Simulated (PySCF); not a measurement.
**Circular dichroism: `[C@@H]1(F)OCC[C@H](F)C1`, C5H8F2O**

Molfile (atoms numbered from 1):
```
C5H8F2O
     RDKit          3D

 16 16  0  0  0  0  0  0  0  0999 V2000
    0.0358   -0.7660    1.8972 F   0  0  0  0  0  0  0  0  0  0  0  0
   -0.4353   -0.9929    0.6202 C   0  0  1  0  0  0  0  0  0  0  0  0
   -1.3750    0.1440    0.2256 C   0  0  0  0  0  0  0  0  0  0  0  0
   -0.5605    1.4201    0.0274 C   0  0  0  0  0  0  0  0  0  0  0  0
    0.4220    1.2446   -0.9881 O   0  0  0  0  0  0  0  0  0  0  0  0
    1.3419    0.2723   -0.6885 C   0  0  1  0  0  0  0  0  0  0  0  0
    2.1305    0.6838    0.3731 F   0  0  0  0  0  0  0  0  0  0  0  0
    0.7381   -1.0970   -0.3547 C   0  0  0  0  0  0  0  0  0  0  0  0
   -0.9694   -1.9515    0.6737 H   0  0  0  0  0  0  0  0  0  0  0  0
   -1.8814   -0.1230   -0.7028 H   0  0  0  0  0  0  0  0  0  0  0  0
   -2.1162    0.2980    1.0097 H   0  0  0  0  0  0  0  0  0  0  0  0
   -1.1874    2.2425   -0.3185 H   0  0  0  0  0  0  0  0  0  0  0  0
   -0.0738    1.7028    0.9686 H   0  0  0  0  0  0  0  0  0  0  0  0
    2.0196    0.2025   -1.5506 H   0  0  0  0  0  0  0  0  0  0  0  0
    1.5194   -1.7228    0.0775 H   0  0  0  0  0  0  0  0  0  0  0  0
    0.3841   -1.5486   -1.2811 H   0  0  0  0  0  0  0  0  0  0  0  0
  1  2  1  0
  2  3  1  0
  3  4  1  0
  4  5  1  0
  5  6  1  0
  6  7  1  0
  6  8  1  0
  8  2  1  0
  2  9  1  1
  3 10  1  0
  3 11  1  0
  4 12  1  0
  4 13  1  0
  6 14  1  6
  8 15  1  0
  8 16  1  0
M  END
```

Level of theory: TDDFT LC-wPBE/aug-cc-pVDZ circular dichroism and optical rotation, one conformer, gas phase in PySCF 2.14.0. Geometry: GFN2-xTB.

Problem. What are the CIP labels of the stereocentres?

Solution. C2 S, C6 S.

Problem. Which excitations and rotatory strengths does the calculation give?

Solution. Rotatory strengths R in 10⁻⁴⁰ esu² cm², velocity form and length form (origin at the centre of mass); f in length form.
```csv
state,E (eV),λ (nm),f,R (velocity),R (length),main
1,7.82,158,0.003,-1.6,-1.5,"HOMO→LUMO 0.70, HOMO→LUMO+2 0.08"
2,8.48,146,0.014,-9.2,-9.3,"HOMO→LUMO+1 0.34, HOMO→LUMO+2 0.23"
3,8.58,145,0.025,+2.2,+2.1,"HOMO→LUMO+1 0.37, HOMO→LUMO+2 0.34"
4,8.75,142,0.012,-1.9,-1.5,"HOMO→LUMO+3 0.60, HOMO−1→LUMO 0.13"
5,8.92,139,0.003,-2.4,-2.4,"HOMO−1→LUMO 0.24, HOMO−2→LUMO 0.18"
6,8.99,138,0.005,-3.6,-3.5,HOMO−2→LUMO 0.42
7,9.07,137,0.001,-1.7,-1.9,"HOMO→LUMO+6 0.23, HOMO−2→LUMO 0.10"
8,9.24,134,0.005,-33.9,-34.5,HOMO→LUMO+4 0.65
9,9.36,132,0.009,+18.6,+19.0,"HOMO→LUMO+5 0.42, HOMO→LUMO+7 0.21"
10,9.45,131,0.013,+17.3,+17.1,HOMO−1→LUMO+1 0.37
11,9.48,131,0.016,-2.3,-2.5,"HOMO→LUMO+7 0.42, HOMO→LUMO+5 0.09"
12,9.56,130,0.009,+20.4,+20.6,"HOMO→LUMO+8 0.38, HOMO−1→LUMO+1 0.09"
13,9.70,128,0.025,+13.3,+13.5,"HOMO−1→LUMO+3 0.20, HOMO→LUMO+5 0.11"
14,9.72,128,0.024,+10.9,+11.0,"HOMO−1→LUMO+2 0.17, HOMO−2→LUMO+1 0.15"
15,9.80,127,0.006,-24.7,-24.5,HOMO−2→LUMO+1 0.17
16,9.86,126,0.005,+7.5,+7.0,HOMO−2→LUMO+3 0.30
```

Among the states computed, the strongest CD band (largest |R|) is state 8. The largest dissymmetry factor in size, g = 4R/(D+G), with D and G the electric and magnetic dipole strengths, is -0.096 for state 8 (velocity form, f = 0.005), among bands with |R| over 0.5. The mirror image has the same energies and oscillator strengths and all R with the opposite sign.
